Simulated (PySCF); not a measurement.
C2H10Si2, SMILES CC[SiH2][SiH3].

Coordinates come from a ωB97X-D3(BJ)/def2-SVP optimisation. The values are those of a single conformer.

These are PySCF with TDA-PBE/def2-SVPD values and carry that method's errors.

Vertical excitations. Isolated molecule, no solvent.

| state | energy (eV) | λ (nm) | f | main pairs |
|---|---|---|---|---|
| S1 | 6.50 | 191 | 0.022 | HOMO→LUMO 87 % |
| S2 | 6.83 | 181 | 0.015 | HOMO→LUMO+1 61 %, HOMO→LUMO+2 20 %, HOMO−1→LUMO+1 11 % |
| S3 | 6.87 | 180 | 0.014 | HOMO→LUMO+2 45 %, HOMO−1→LUMO 32 %, HOMO→LUMO+1 13 % |
| S4 | 6.90 | 180 | 0.024 | HOMO−1→LUMO 57 %, HOMO→LUMO+2 19 %, HOMO→LUMO+3 11 % |
| S5 | 7.18 | 173 | 0.100 | HOMO→LUMO+3 53 %, HOMO−1→LUMO+2 19 %, HOMO→LUMO+4 10 % |
| S6 | 7.25 | 171 | 0.015 | HOMO−1→LUMO+1 48 %, HOMO−2→LUMO 36 %, HOMO→LUMO+1 7 % |
| S7 | 7.31 | 170 | 0.030 | HOMO−1→LUMO+2 60 %, HOMO→LUMO+4 29 % |
| S8 | 7.43 | 167 | 0.084 | HOMO→LUMO+4 43 %, HOMO−2→LUMO 22 %, HOMO→LUMO+3 11 % |
| S9 | 7.49 | 166 | 0.065 | HOMO−2→LUMO 36 %, HOMO−1→LUMO+1 19 %, HOMO→LUMO+4 14 %, HOMO−1→LUMO+2 12 % |
| S10 | 7.57 | 164 | 0.036 | HOMO−1→LUMO+3 92 % |
| T1 | 5.85 | 212 | 0 | HOMO→LUMO 96 % |
| T2 | 6.10 | 203 | 0 | HOMO→LUMO+1 95 % |
| T3 | 6.50 | 191 | 0 | HOMO→LUMO+2 68 %, HOMO→LUMO+3 29 % |
| T4 | 6.53 | 190 | 0 | HOMO−1→LUMO 95 % |
Triplets are in the Tamm–Dancoff approximation.
